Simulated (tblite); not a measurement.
Compound: C2H8F3PSi2.
Atom-mapped SMILES: `[CH3:1][SiH2:2][Si@@H:3]([PH2:4])[C:5]([F:6])([F:7])[F:8]` (hydrogens: H9, H10, H11 on C1; H12, H13 on Si2; H14 on Si3; H15, H16 on P4)

Computed with GFN2-xTB (tblite), gas phase: L-BFGS steps from a force-field or distance-geometry start until the largest atomic force falls under 0.01 eV/Å.

Step 15: E = -776.0823 eV
```
atom  x, y, z in Å  |  force x, y, z in eV/Å
C1      2.6684    0.3157   -0.0826    0.001   0.004   0.017
Si2     1.0110    0.0609   -0.9849    0.059   0.016  -0.082
Si3    -0.6029   -0.5838    0.5748   -0.090  -0.050  -0.010
P4     -1.3597    0.7479    2.2101   -0.006   0.020  -0.004
C5     -2.1833   -0.7825   -0.5572    0.024   0.002   0.001
F6     -2.5102    0.3999   -1.1336   -0.032  -0.024   0.000
F7     -1.9603   -1.6364   -1.5813   -0.029  -0.002   0.014
F8     -3.2944   -1.2177    0.0605    0.045   0.014   0.017
H9      2.9369    1.3667   -0.0464    0.003   0.002   0.037
H10     2.6254   -0.0507    0.9395    0.051   0.012   0.014
H11     3.4821   -0.2022   -0.5802   -0.028  -0.001  -0.010
H12     1.1631   -0.9433   -2.0415    0.016  -0.038  -0.027
H13     0.6042    1.3170   -1.6295    0.013   0.055  -0.032
H14    -0.4976   -1.9295    1.1606   -0.024  -0.011   0.023
H15    -0.1748    1.4603    2.3282   -0.016  -0.003   0.034
H16    -1.9154    1.6866    1.3522    0.013   0.004   0.008
```

Step 16: E = -776.0833 eV
```
atom  x, y, z in Å  |  force x, y, z in eV/Å
C1      2.6701    0.3165   -0.0815   -0.044  -0.009  -0.006
Si2     1.0137    0.0624   -0.9889    0.029   0.022  -0.024
Si3    -0.6027   -0.5851    0.5747   -0.087  -0.018  -0.026
P4     -1.3608    0.7486    2.2108    0.001  -0.012  -0.021
C5     -2.1853   -0.7815   -0.5574    0.068  -0.012   0.029
F6     -2.5124    0.4003   -1.1343   -0.038  -0.037  -0.003
F7     -1.9601   -1.6375   -1.5797   -0.043   0.011   0.009
F8     -3.2945   -1.2183    0.0625    0.038   0.022   0.005
H9      2.9377    1.3671   -0.0445    0.015   0.016   0.034
H10     2.6271   -0.0507    0.9401    0.045   0.008   0.014
H11     3.4815   -0.2021   -0.5810   -0.004  -0.001  -0.009
H12     1.1641   -0.9437   -2.0432    0.020  -0.040  -0.034
H13     0.6059    1.3195   -1.6334    0.020   0.037  -0.023
H14    -0.5014   -1.9300    1.1637   -0.022  -0.008   0.016
H15    -0.1745    1.4578    2.3299   -0.016   0.007   0.031
H16    -1.9158    1.6857    1.3509    0.018   0.014   0.008
```

Step 17: E = -776.0841 eV
```
atom  x, y, z in Å  |  force x, y, z in eV/Å
C1      2.6711    0.3172   -0.0806   -0.058  -0.011  -0.019
Si2     1.0164    0.0642   -0.9930   -0.014   0.015   0.023
Si3    -0.6039   -0.5865    0.5742   -0.044   0.012  -0.034
P4     -1.3619    0.7490    2.2110    0.004  -0.036  -0.030
C5     -2.1861   -0.7808   -0.5571    0.068  -0.020   0.031
F6     -2.5152    0.3998   -1.1348   -0.035  -0.035  -0.005
F7     -1.9607   -1.6383   -1.5780   -0.044   0.010  -0.003
F8     -3.2939   -1.2184    0.0644    0.025   0.020   0.009
H9      2.9387    1.3677   -0.0421    0.019   0.019   0.028
H10     2.6294   -0.0506    0.9408    0.034   0.002   0.009
H11     3.4808   -0.2020   -0.5818    0.010   0.003  -0.007
H12     1.1655   -0.9447   -2.0454    0.023  -0.031  -0.029
H13     0.6079    1.3223   -1.6375    0.028   0.016  -0.013
H14    -0.5054   -1.9304    1.1668   -0.021  -0.002   0.008
H15    -0.1745    1.4555    2.3319   -0.015   0.014   0.027
H16    -1.9157    1.6850    1.3499    0.021   0.023   0.007
```

Question: Estimate the geometry and energy of step 18. (The exact step hangs on the optimiser's Hessian estimate; all steps are aligned on step 17, rigid shifts and turns removed.)

Answer: E = -776.0848 eV, largest force 0.060 eV/Å
```
atom  x, y, z in Å  |  force x, y, z in eV/Å
C1      2.6712    0.3177   -0.0802   -0.042  -0.005  -0.017
Si2     1.0182    0.0657   -0.9959   -0.045   0.000   0.040
Si3    -0.6055   -0.5873    0.5733    0.011   0.027  -0.030
P4     -1.3626    0.7486    2.2104    0.003  -0.042  -0.029
C5     -2.1858   -0.7805   -0.5564    0.033  -0.019   0.012
F6     -2.5180    0.3985   -1.1353   -0.024  -0.025  -0.005
F7     -1.9619   -1.6387   -1.5765   -0.035  -0.001  -0.016
F8     -3.2928   -1.2180    0.0660    0.013   0.011   0.023
H9      2.9398    1.3682   -0.0398    0.016   0.009   0.019
H10     2.6317   -0.0505    0.9414    0.020  -0.003   0.000
H11     3.4804   -0.2017   -0.5825    0.010   0.010  -0.003
H12     1.1670   -0.9457   -2.0476    0.022  -0.012  -0.014
H13     0.6101    1.3248   -1.6411    0.032  -0.001  -0.005
H14    -0.5091   -1.9307    1.1694   -0.020   0.008  -0.003
H15    -0.1748    1.4538    2.3341   -0.017   0.014   0.022
H16    -1.9154    1.6848    1.3492    0.022   0.029   0.007
```

The energy changes by -0.0006 eV. The first-order estimate −F·Δx gives -0.0009 eV and the mean of the old and new forces, exact on a quadratic surface, -0.0006 eV. The step makes an angle of 61° with the force vector and moves no atom by more than 0.005 Å.

What follows is the cost of the whole relaxation. Hardware: one thread, Intel Xeon at 2.50 GHz (x86_64) (shared host). Cost: 3.8 s wall, 3.1 s CPU.
